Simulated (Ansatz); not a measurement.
[IBr2]- (IBr2⁻), 3 atoms. Hardware: 4 threads of Arm Neoverse V1 on a shared host.

In the def2 sets I takes a core potential; there is no spin–orbit coupling. Correlated methods freeze 22 core orbitals; core or outer-core shells of I, Br are correlated, in sets that lack core-valence functions.

(1) How many basis functions does each of these Ansatz runs have, and roughly what does it cost? r2SCAN-D4/def2-TZVPD, charge -1 singlet, energy, from earlier orbitals; CCSD(T)/def2-TZVPPD, charge -1 singlet, energy, from earlier orbitals; HF/def2-TZVPD, charge -1 singlet, energy, from earlier orbitals; PBE0-D4/def2-SVP, charge 0 doublet at the geometry of the charge -1 singlet, energy with a search over starts; PBE with 10 % exact exchange/def2-TZVPD, charge -1 singlet, energy, from earlier orbitals; r2SCAN-D4/def2-TZVPD, charge -1 triplet at the geometry of the charge -1 singlet, energy, from earlier orbitals; PBE with 5 % exact exchange/def2-TZVPD, charge -1 singlet, energy, from earlier orbitals; PBE0-D4/def2-TZVPD, charge -1 singlet, relaxation, 2 steps; PBE-D4/def2-TZVPD, charge 0 doublet, energy, from earlier orbitals; PBE0-D4/def2-SVPD, charge -1 singlet, energy, from earlier orbitals; LDA (SPW92)/def2-TZVPD, charge -1 singlet, energy, from earlier orbitals; PBE0-D4/def2-SVP, charge -1 singlet, energy with a search over starts.

Results:

(1) Other jobs shared the machine, so times can vary by a factor of up to 3. A dash marks memory too small to be measured apart from the calling script's.

```tsv
run	functions	fitting or Cholesky vectors	wall time	peak host memory (GiB)
LDA (SPW92)/def2-TZVPD, charge -1 singlet, energy, from earlier orbitals	173	1254	1.1 s	–
PBE0-D4/def2-SVP, charge -1 singlet, energy with a search over starts	90	944	1.6 s	–
PBE0-D4/def2-SVPD, charge -1 singlet, energy, from earlier orbitals	117	1228	2 s	–
PBE with 5 % exact exchange/def2-TZVPD, charge -1 singlet, energy, from earlier orbitals	173	1254	2.9 s	–
HF/def2-TZVPD, charge -1 singlet, energy, from earlier orbitals	173	1539	2.9 s	0.55
PBE with 10 % exact exchange/def2-TZVPD, charge -1 singlet, energy, from earlier orbitals	173	1291	3 s	–
r2SCAN-D4/def2-TZVPD, charge -1 singlet, energy, from earlier orbitals	173	1254	4 s	–
PBE-D4/def2-TZVPD, charge 0 doublet, energy, from earlier orbitals	173	1254	4.1 s	–
PBE0-D4/def2-TZVPD, charge -1 singlet, relaxation, 2 steps	173	1403	7 s	0.58
PBE0-D4/def2-SVP, charge 0 doublet at the geometry of the charge -1 singlet, energy with a search over starts	90	944	24 s	0.55
CCSD(T)/def2-TZVPPD, charge -1 singlet, energy, from earlier orbitals	173	1247	30 s	1.3
r2SCAN-D4/def2-TZVPD, charge -1 triplet at the geometry of the charge -1 singlet, energy, from earlier orbitals	173	1254	40 s	–
```
